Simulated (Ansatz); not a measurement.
A ladder of methods for AsH2 (SMILES [AsH2])

AsH2 has 3 atoms, charge 0, and is taken as a doublet. As SMILES, `[AsH2]`. The shape was relaxed beforehand at r2SCAN/def2-SVP.

```xyz
3

As   -0.5753    0.3286   -0.2757
H     0.6812    0.7946    0.4594
H    -0.1059   -1.1231   -0.1837
```

Quantity: the adiabatic ionisation energy (to the singlet cation, shapes relaxed at r2SCAN/def2-SVP, no zero-point term), in eV. The values are calculated.

```csv
level,kind,program,value (eV),less CCSD(T)/def2-TZVPP,CPU time (all runs)
UHF/def2-TZVPP,Hartree–Fock,Ansatz,8.94,-0.44,1.2 s
USVWN5/def2-TZVPP,LDA,Ansatz,9.57,+0.19,0.71 s
UPBE/def2-TZVPP,GGA,Ansatz,9.46,+0.08,1.9 s
U-r2SCAN/def2-TZVPP,meta-GGA,Ansatz,9.71,+0.33,3.5 s
UPBE0-D4/def2-TZVPP,global hybrid,Ansatz,9.53,+0.15,1.9 s
U-wB97M-V/def2-TZVPP,range-separated hybrid,Ansatz,9.34,-0.04,7.7 s
UMP2/def2-TZVPP,perturbation theory,Ansatz,9.40,+0.02,1.5 s
UCCSD(T)/def2-TZVPP,coupled cluster or CI,Ansatz,9.38,0.00,4.6 s
```

UCCSD(T)/def2-TZVPP is the highest level here, not the true value. All-electron rows without a relativistic Hamiltonian named are non-relativistic. The values span 8.94 to 9.71 eV. In the correlated wave-function rows the outer d shell of As is correlated, in sets not made for it. CPU times are rough (shared hosts, several kinds of processor): they show what a rung costs within a factor of a few.
